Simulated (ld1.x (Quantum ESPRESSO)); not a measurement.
## Kr: one change to an RRKJ potential, before and after

* Element: Kr (Z = 36)
* Generator: ld1.x (Quantum ESPRESSO) 7.5
* Type: norm-conserving RRKJ (Kleinman–Bylander form)
* Functional: revPBE
* Relativity: scalar-relativistic
* Frozen core: [Ar]
* Valence charge: 18
* Reference configuration: 3d10 4s2 4p6
* Partial waves: 4p (bound): rc 1.10 bohr; 3d (bound): rc 1.05 bohr; 4s (bound): rc 1.35 bohr
* Local potential: the s channel
* Core correction: none
* rho0: 0.02

Change: wave 4p (bound): rc 1.10 bohr becomes 4p (bound): rc 1.60 bohr.

Cutoffs: the cutoffs (Ry, on a coarse ladder) from which the occupation-weighted sum of valence levels, in a spherical-Bessel basis at the reference potential, stays within 10 and 1 mRy of its value at 400 Ry; they do not see the model core or the augmentation charge, which bear on the density cutoff. Errors are all-electron minus pseudo energies relative to the spin-unpolarised reference configuration.

Q: How do hardness, ghosts and transferability respond?

A: The bound ghost in p disappears; of the 7 tests that both files solve, the error grows in 0 and shrinks in 7 by more than 15 % and 0.3 meV (median size 51.6 → 16.5 meV). That the errors move this way runs against the usual rule that smaller radii transfer better.

```csv
quantity,base,changed
"cutoff, loose",230 Ry,230 Ry
"cutoff, tight",over 300 Ry,over 300 Ry
loose cutoff by channel (10 mRy a level),"p 100 Ry, d 160 Ry, s 40 Ry","p 40 Ry, d 160 Ry, s 40 Ry"
bound ghosts,p,none
"error for 3d10 4s2 4p5, meV [ΔE 14.25 eV]",-13,-5.5
"error for 3d10 4s2 4p4, meV [ΔE 39.39 eV]",-52,-16
"error for 3d10 4s2 4p3, meV [ΔE 76.43 eV]",-107,-24
"error for 3d10 4s1 4p6, meV [ΔE 28.74 eV]",-29,-17
"error for 3d9 4s2 4p6, meV [ΔE 93.79 eV]",-1277,-538
"error for 3d10 4s2 4p5.5, meV [ΔE 5.84 eV]",-3.6,-1.9
"error for 3d10 4s2 4p2, meV [ΔE 126.18 eV]",-153,-3.3
```

 A true bound ghost makes a file unfit for plane-wave use even where its test errors are small: the radial tests pick states by their node count and pass the ghost by.
